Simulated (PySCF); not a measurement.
Isomers of C6H9F2N. Theory: PBE0-D3(BJ)/def2-SVP geometry optimisation, gas phase (PySCF 2.14.0). One conformer each; no zero-point energy, no entropy. No frequencies were run at this level. Point groups hold within 0.08 Å.

Task: Rank from lowest to highest electronic energy at this level (kcal/mol).
A. `[CH2:1]=[C:2]([F:3])/[C:4]([F:5])=[CH:6]\[N:7]([CH3:8])[CH3:9]` with C1–C2–C4–F5 -12°
B. `[CH3:1][C@@H:2]1[CH2:3][N:4]=[C:5]([CH:6]([F:7])[F:8])[CH2:9]1` with N4–C5–C6–F7 122°, C1–C2–C3–N4 -96°, C2–C3–N4–C5 -15°, N4–C5–C9–C2 15°, C1–C2–C9–C5 98°
C. `[F:1][CH:2]([F:3])[C:4]1([C@H:5]2[CH2:6][NH:7]2)[CH2:8][CH2:9]1` with F1–C2–C4–C5 57°, C2–C4–C5–C6 91°

Result: B (0.0), C (31.9), A (38.0).

As drawn, the lowest has a C=N bond and two fluorines on one carbon, which the highest lacks; the highest has a C=C bond outside aromatic rings, which the lowest lacks.

```
               SMILES      E (Eh)  E rel (kcal/mol)  dipole (D)  point group      A, B, C (MHz)
C[C@@H]1CN=C(C(F)F)C1  -487.60755               0.0        2.23           C1  3116, 1032, 948.3
FC(F)C1([C@H]2CN2)CC1  -487.55669              31.9        1.10           C1   2231, 1423, 1160
  C=C(F)/C(F)=C\N(C)C  -487.54691              38.0        2.93           C1  2649, 1119, 836.6
```
